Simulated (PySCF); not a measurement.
How do the members of this family differ from one of them?

PySCF, CAM-B3LYP/def2-SVPD, density fitting, gas phase; each molecule at its own GFN2-xTB geometry, one conformer. Singlet excitations by full TDDFT with frozen cores and triplets by Tamm–Dancoff TDDFT. 

Torsions of the conformers computed, which needn't be the lowest (atom-mapped SMILES):
- `[cH:1]1[cH:2][n:3][n:4]([CH:5]2[CH2:6][CH2:7]2)[n:8]1`: N3–N4–C5–C6 145°
- `[CH:1]#[C:2][CH2:3][n:4]1[n:5][cH:6][cH:7][n:8]1`: C2–C3–N4–N5 -89°
- `[CH2:1]=[CH:2][CH2:3][n:4]1[n:5][cH:6][cH:7][n:8]1`: C1–C2–C3–N4 125°, C2–C3–N4–N5 -101°
- `[F:1][C:2]([F:3])([F:4])[CH2:5][n:6]1[n:7][cH:8][cH:9][n:10]1`: F1–C2–C5–N6 180°, C2–C5–N6–N7 -89°
- `[CH3:1][SiH:2]([CH3:3])[n:4]1[n:5][cH:6][cH:7][n:8]1`: C1–Si2–N4–N5 49°

Reference: `[SiH3]n1nccn1`, with HOMO energy -9.23 eV, LUMO energy 0.69 eV, lowest singlet excitation 6.20 eV, lowest triplet excitation 4.92 eV, mean polarisability 66.7 au and dipole moment 0.15 D.

Changes against it:

| molecule | Δ HOMO energy (eV) | Δ LUMO energy (eV) | Δ lowest singlet excitation (eV) | Δ lowest triplet excitation (eV) | Δ mean polarisability (au) | Δ dipole moment (D) |
| --- | --- | --- | --- | --- | --- | --- |
| C=CCn1nccn1 | +0.27 | +0.09 | +0.28 | -0.40 | +10.9 | +0.26 |
| FC(F)(F)Cn1nccn1 | -0.28 | -0.23 | +0.21 | +0.07 | +0.9 | +2.07 |
| C[SiH](C)n1nccn1 | +0.23 | +0.22 | +0.05 | +0.04 | +23.4 | +0.71 |

Rows whose labels were lost:

```json
{"row": "P", "Δ HOMO energy (eV)": "+0.72", "Δ LUMO energy (eV)": "+0.30", "Δ lowest singlet excitation (eV)": "+0.11", "Δ lowest triplet excitation (eV)": "-0.14", "Δ mean polarisability (au)": "+7.9", "Δ dipole moment (D)": "+0.47"}
{"row": "Q", "Δ HOMO energy (eV)": "+0.07", "Δ LUMO energy (eV)": "+0.08", "Δ lowest singlet excitation (eV)": "+0.26", "Δ lowest triplet excitation (eV)": "+0.10", "Δ mean polarisability (au)": "+6.6", "Δ dipole moment (D)": "+0.02"}
```

Q: Which row belongs to which of `c1cnn(C2CC2)n1` and `C#CCn1nccn1`?

A: P = `c1cnn(C2CC2)n1` and Q = `C#CCn1nccn1`. P and Q are told apart most clearly by the HOMO energy (+0.72 against +0.07 eV).
